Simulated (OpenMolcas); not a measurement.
Ce2+.

```
Program             : OpenMolcas 26.06
Method              : CASSCF
Basis               : ANO-RCC-VQZP [9s8p6d4f3g2h]
Scalar Hamiltonian  : DKH2, point nucleus
Active space        : 2 electrons in 7 orbitals (4f)
State averaging     : 2S+1 = 3 even, 21 roots; 2S+1 = 1 even, 28 roots
Spin-orbit coupling : state interaction with AMFI integrals over the reference wave functions, term energies averaged over their components
```

Levels without dynamic correlation, in cm-1 above 4f2 3H4:

| Level | E |
| --- | --- |
| 4f2 3F2 | 5629 |
| 4f2 1D2 | 19335 |
| 4f2 1I6 | 23105 |
| 4f2 3P0 | 24669 |
| 4f2 1S0 | 52903 |

On this reference, SS-CASPT2, IPEA 0.25 Eh, imaginary shift 0.1 Eh (closed shells correlated: 5s 5p) puts 4f2 3F2 at 4080 cm-1.

Task: Estimate the other levels at that method by one scale factor, and say how well it serves.

Result: The factor is 4080 / 5629 = 0.725. Scaled values beside those that SS-CASPT2 gives and measured ones (Martin, Zalubas and Hagan, Atomic Energy Levels: The Rare-Earth Elements, NSRDS-NBS 60 (1978)):
```tsv
Level	Scaled	SS-CASPT2	Miss (%)	Measured
4f2 1D2	14018	15750	-11.0	12835
4f2 1I6	16751	19780	-15.3	17421
4f2 3P0	17885	21240	-15.8	16072
4f2 1S0	38355	41940	-8.5	32839
```
For these levels the scaled values miss SS-CASPT2 by up to 15.8 %, as correlation changes each term by its own factor, spin-orbit parts do not scale and CASPT2 has its own spread within terms. This holds within one configuration; levels of others move differently, and the target method has errors of its own against measurement.

CASPT2 breaks the degeneracy within a term, and the mean is taken; among the terms shown or strongly mixed into the levels shown the widest spread is 2000 cm-1 (4f2 1I, SS-CASPT2). Over all roots computed the reference weight is 0.86 to 0.92 in SS-CASPT2; the roots of lowest weight are the least certain, and an intruder state may touch them. Without dynamic correlation excited terms often stand tens of per cent too high (terms of higher spin than the ground term too low), and those without a measured partner can miss by more than the paired ones (holds for CASSCF). Some terms miss by over 15 % even with CASPT2, which points to a basis or an active space too small for the shells correlated (holds for SS-CASPT2). Measured partners are found by configuration, term and J. A level has none where our copy of the source lacks it or the pairing is in doubt (some pairs that miss far off the trend of their configuration count as doubtful), and it then counts in no deviation. Only configurations of the active space appear.
